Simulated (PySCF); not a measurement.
CH4O2, SMILES C(O)O. Atoms are numbered in the order given.

```xyz
7

O     -1.1681    -0.0942    -0.2468
C      0.0000     0.0000     0.5307
O      1.1681     0.0942    -0.2468
H     -1.2434     0.7093    -0.7760
H      0.0018     0.8948     1.1580
H     -0.0018    -0.8948     1.1580
H      1.2434    -0.7093    -0.7760
```

Geometry optimised at B3LYP-D3(BJ)/def2-TZVP. Other conformers were not sampled.

Level of theory: PBE/def2-TZVPD run with PySCF.

Computed frontier levels, gap, dipole moment and polarisability:
The highest occupied level comes out as -6.69 eV, the lowest empty level is -0.52 eV and the orbital gap comes out as 6.17 eV. The dipole moment is 0.14 D and the quadrupole, principal values (traceless, Buckingham form, about the centre of nuclear charge) is -8.18, 2.41, 5.77 D·Å. The mean static polarisability is 27.9 bohr³ (4.14 Å³) and the polarisability, principal values is 25.6, 27.8, 30.4 bohr³.
